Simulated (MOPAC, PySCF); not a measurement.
C10H8SSi, SMILES `C#Cc1c([SiH3])cc2c(ccs2)c1`, neutral singlet in the gas phase. 

Cartesian coordinates (Å):
```xyz
20

C     -2.0208     2.9919     0.9587
C     -1.3046     2.0552     0.6216
C     -0.5032     0.9326     0.2426
C      0.7726     1.1347    -0.3156
C      1.5642     0.0291    -0.6897
C      2.8819    -0.0028    -1.2716
C      3.3264    -1.2820    -1.4974
S      2.1792    -2.5070    -1.0168
C      1.0413    -1.2860    -0.4884
C     -0.2322    -1.4966     0.0688
C     -1.0189    -0.3964     0.4407
Si    -2.7336    -0.6611     1.1917
H     -2.6505     3.8188     1.2552
H      1.1475     2.1586    -0.4581
H      3.4677     0.8952    -1.5099
H      4.2867    -1.5923    -1.9284
H     -0.6094    -2.5208     0.2127
H     -3.8075    -0.0368     0.3444
H     -2.9652    -2.1474     1.2609
H     -2.8217    -0.0869     2.5787
```
Charge 0, multiplicity 1.

All levels are single points at this geometry (PBE-D3(BJ)/def2-SVP); Pople sets use spherical d functions. Orbital energies aren't observables, and empty levels follow the basis.

```
level                          HOMO (eV)  LUMO (eV)  gap (eV)  dipole (D)  vertical IE, Delta-SCF (eV)
-----------------------------  ---------  ---------  --------  ----------  ---------------------------
PBE-D3(BJ)/def2-TZVP in PySCF      -5.62      -2.15      3.47        1.76                            –
B3LYP/6-311+G** in PySCF           -6.35      -1.53      4.82        1.57                            –
B3LYP/6-31G* in PySCF              -6.05      -1.16      4.89        1.71                         7.74
HF/3-21G in PySCF                  -8.36       2.20     10.57        1.66                            –
HF/STO-3G in PySCF                 -6.04       5.98     12.02        0.66                            –
PM6 in MOPAC                       -8.62      -0.78      7.84        0.67                            –
```
